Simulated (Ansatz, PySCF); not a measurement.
Reaction R1 + R2 → P1 + P2, each structure at its B3LYP-D3(BJ)/def2-TZVP stationary point, reached from a drawn start (curvature not checked).
P1: H2 (SMILES [H][H]), charge 0, multiplicity 1.
R1, H2O (SMILES O) (charge 0, multiplicity 1):
| atom | x (Å) | y (Å) | z (Å) |
|---|---|---|---|
| O | 0.0000 | 0.0000 | 0.3896 |
| H | 0.0000 | 0.7650 | -0.1949 |
| H | 0.0000 | -0.7650 | -0.1949 |
P2, BHO2 (SMILES O=BO) (charge 0, multiplicity 1):
```xyz
4

B     -0.21227    -0.06367     0.46139
O     -0.32098    -0.09625     1.66782
O     -0.15106    -0.04534    -0.86114
H      0.68420     0.20527    -1.26817
```
R2, BHO (SMILES B=O) (charge 0, multiplicity 1):
```xyz
3

H      0.000     0.000    -1.178
B      0.000     0.000    -0.010
O      0.000     0.000     1.189
```

P less R. No zero-point or thermal terms.

Cores are frozen in the correlated methods. CBS: X⁻³ extrapolation of the correlation energy, Hartree–Fock from the larger set.

Codes used: Ansatz (an electronic-structure program) with Gaussian orbitals; PySCF for the D3/D4 terms. All values are computed, each at the level named.

Question: What is the computed reaction energy (MP2/CBS(cc-pVTZ, cc-pVQZ))?

Answer: -14.2 kcal/mol

Question: Predict the reaction energy from CAM-B3LYP-D3(BJ)/def2-TZVPP.

Answer: -15.4 kcal/mol

Question: What reaction energy does CCSD(T)/CBS(cc-pVTZ, cc-pVQZ) give?

Answer: -13.7 kcal/mol
